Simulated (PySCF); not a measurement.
A PySCF script (with the pyscf-properties extension) for the NMR shieldings of SMILES C(B(C)N)(C)C, C4H12BN, on a PBE0-D3(BJ)/def2-SVP geometry:

```python
import basis_set_exchange as bse
import numpy as np
from pyscf import gto, scf
from pyscf.prop import nmr

atoms = """
C     1.528600    0.645224   -1.038187
B     1.019962    0.007312    0.318208
N     1.935084   -0.262952    1.341621
C    -0.521679   -0.336773    0.549780
C    -1.380763    0.929878    0.519404
C    -1.024344   -1.358671   -0.472545
H     1.004237    1.593234   -1.244489
H     2.610558    0.849825   -1.059110
H     1.297277   -0.017293   -1.889079
H     1.663960   -0.670760    2.227056
H     2.925358   -0.068906    1.267703
H    -0.627842   -0.788537    1.554883
H    -2.440985    0.705206    0.725565
H    -1.339962    1.416645   -0.468888
H    -1.049260    1.671422    1.263751
H    -0.976207   -0.954848   -1.497197
H    -0.428767   -2.285441   -0.457260
H    -2.074938   -1.637404   -0.284040
"""
names = dict.fromkeys(["C", "B", "N", "H"], "pcSseg-1")
basis = {el: gto.basis.parse(bse.get_basis(n, elements=[el], fmt="nwchem")) for el, n in names.items()}
mol = gto.M(atom=atoms, basis=basis, charge=0, verbose=0)
mf = scf.RHF(mol)
mf.conv_tol = 1e-9
mf.kernel()

calc = nmr.RHF(mf)   # GIAO
C = mf.mo_coeff
Co = C[:, mf.mo_occ > 0]
resp = mf.gen_response(singlet=True, hermi=2)
def vind(x):   # induced exchange potential for any number of trial vectors
    d = np.einsum("pi,xij,qj->xpq", C, 2 * x.reshape(-1, C.shape[1], Co.shape[1]), Co, optimize=True)
    return np.einsum("xpq,pi,qj->xij", resp(d - d.transpose(0, 2, 1)), C, Co, optimize=True).ravel()
mo1, _ = nmr.rhf.solve_mo1(calc, with_cphf=vind)
sigma = calc.kernel(mo1)
for i, s in enumerate(sigma):   # ppm
    print("%2d %-2s %9.2f" % (i, mol.atom_pure_symbol(i), np.trace(s) / 3))
```

Q: What does it print?

A: 
```
 0 C     189.66
 1 B      66.57
 2 N     175.15
 3 C     172.08
 4 C     171.25
 5 C     171.26
 6 H      31.28
 7 H      31.79
 8 H      31.29
 9 H      28.48
10 H      28.45
11 H      31.43
12 H      30.68
13 H      30.90
14 H      30.82
15 H      30.90
16 H      30.83
17 H      30.69
```

These numbers come from an equivalent density-fitted implementation of the same equations, which agrees with the script to about 0.01 ppm for H and up to a few tenths of a ppm for heavy atoms, so last digits may differ.

Size and cost of the density-fitted run: 162 basis functions, 5.9 s wall time on 1 thread of an Arm Neoverse V2, shared host.
